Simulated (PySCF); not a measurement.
## Chromium: a sound run and one with changed settings

Sound run: Cr [Ar] 3d5 4s1, Cr⁺ [Ar] 3d5. Calculation: PySCF 2.14, in aug-cc-pVDZ-DK (7s6p4d2f, 59 functions); scalar relativity by spin-free X2C-1e. In the sound run the correlated levels freeze [Ar]. The sound run starts from symmetry-adapted Hartree-Fock orbitals and uses a fine grid where one is needed.

Changed run: initial guess minao, at most 50 SCF cycles.

| species | method | sound run (hartree) | changed run (hartree) | converged |
| --- | --- | --- | --- | --- |
| Cr | UHF | -1049.65359 | -1049.65359 | yes |
| Cr | MN15 | -1051.29451 | -1051.29451 | yes |
| Cr | B3LYP | -1050.79726 | -1050.79726 | yes |
| Cr | MP2 | -1049.73677 | -1049.73677 | yes |
| Cr⁺ | UHF | -1049.43264 | -1049.40378 | yes |
| Cr⁺ | MN15 | -1051.05125 | -1051.05124 | no |
| Cr⁺ | B3LYP | -1050.53628 | -1050.53628 | yes |

Ionisation energy of Cr:

```tsv
method	sound run (eV)	changed run (eV)
B3LYP	7.102	7.102
```

The plain start fixes occupations by D2h representation alone, and Cr⁺ at UHF landed in another state (other ⟨L²⟩ or ⟨S²⟩). 

For comparison, NIST gives 6.767 eV between the lowest levels.
